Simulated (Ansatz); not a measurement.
```xyz
7

C    -0.884    0.900    0.359
Zn    0.270   -0.456   -0.397
S     1.550   -1.985   -1.270
H    -0.906    1.786   -0.279
H    -0.524    1.198    1.346
H    -1.903    0.523    0.466
H     2.397   -1.965   -0.225
```

The species carries charge 0 and has multiplicity 1.

List the PBE0/def2-TZVPP orbital energies in eV (Ansatz 0.2.0). (Estimate.)

Computed: Occupied: -9459.23, -2421.84, -1152.77, -1015.11, -1015.10, -1015.03, -277.79, -217.19, -161.02, -160.93, -160.85, -133.52, -89.35, -89.31, -89.19, -19.73, -19.07, -14.69, -14.61, -14.60, -14.59, -14.54, -11.11, -11.04, -10.83, -9.26, -7.85, -7.12. Lowest empty: -0.33, -0.25, 0.09, 1.10, 1.83, 3.10, 3.14, 3.59.
